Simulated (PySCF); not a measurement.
Vertical excitation energies

Compound: C5H14GaN.
SMILES with atom numbers: `[CH2:1]=[CH:2][CH2:3][N+:4]([CH3:5])([CH3:6])[GaH3-:7]` (hydrogens: H8, H9 on C1; H10 on C2; H11, H12 on C3; H13, H14, H15 on C5; H16, H17, H18 on C6; H19, H20, H21 on Ga7)

Level of theory: TDDFT CAM-B3LYP/def2-SVPD, vertical, gas phase, core orbitals frozen in the response (PySCF). The structure is a single PBE0-D3(BJ)/def2-SVP conformer in the gas phase; no vibrational or solvent corrections. Relativistic effects, spin–orbit coupling among them, are left out although an element past zinc is present. Torsions of this conformer, `[CH2:1]=[CH:2][CH2:3][N+:4]([CH3:5])([CH3:6])[GaH3-:7]`: C1–C2–C3–N4 113°, C2–C3–N4–C5 -63°.

Q: Predict the UV-vis stick spectrum at this level.

A: 

```csv
state,λ (nm),E (eV),f,"main configurations (H = HOMO, L = LUMO)"
S1,183.5,6.76,0.0074,"H→L (44%), H→L+2 (28%)"
S2,182.8,6.78,0.0068,"H-1→L (37%), H-1→L+2 (31%), H-1→L+1 (8%)"
S3,177.7,6.98,0.034,"H-2→L (70%), H-3→L (18%)"
S4,170.6,7.27,0.102,"H-1→L+1 (72%), H-1→L+2 (16%)"
S5,170.5,7.27,0.109,"H→L+1 (71%), H→L+2 (16%)"
S6,167.2,7.41,0.475,"H-3→L (69%), H-2→L (20%)"
S7,163.1,7.60,0.0097,"H→L (40%), H→L+2 (33%), H-1→L (9%)"
S8,161.4,7.68,0.0046,"H-1→L (44%), H-1→L+2 (28%), H→L (9%)"
S9,161.3,7.69,0.034,"H-2→L+1 (30%), H-3→L+1 (27%), H-3→L+4 (15%)"
S10,158.5,7.82,0.012,"H-2→L+1 (48%), H-3→L+1 (34%)"
```

Triplets, Tamm–Dancoff:

```tsv
state	E (eV)	λ (nm)	main configurations (H = HOMO, L = LUMO)
T1	4.33	286.0	H-3→L (64%), H-2→L (25%)
T2	6.33	195.7	H→L+2 (29%), H→L (26%), H→L+1 (10%)
T3	6.35	195.3	H-1→L+2 (30%), H-1→L (23%), H-1→L+4 (10%)
T4	6.69	185.2	H-2→L (60%), H-3→L (24%)
```

The lowest singlet comes at 184 nm (652 kJ/mol) in the vacuum ultraviolet; it is weak; its leading configuration is HOMO→LUMO (44%). The most intense listed level is S6 at 7.41 eV (167 nm, f = 0.475), 0.66 eV above S1. S4/S5 and S8/S9 lie within about 0.01 eV of each other in each set. Löwdin shares by element: HOMO (one of a set within 0.03 eV) hydrogen 52% or more, gallium 39%; LUMO carbon 61% or more, hydrogen 12% or more (atoms not listed hold the other 26%). Of the 10 states listed, 6 reach f = 0.01 and none stays under 0.0005. Weighted by f, the mean energy of these states is 7.37 eV. The oscillator strengths of these states sum to 0.795; summed over the whole spectrum of an exact calculation they would give the number of electrons, 82 (Thomas–Reiche–Kuhn). Only the lowest 10 singlets were computed, as vertical energies without vibronic structure.
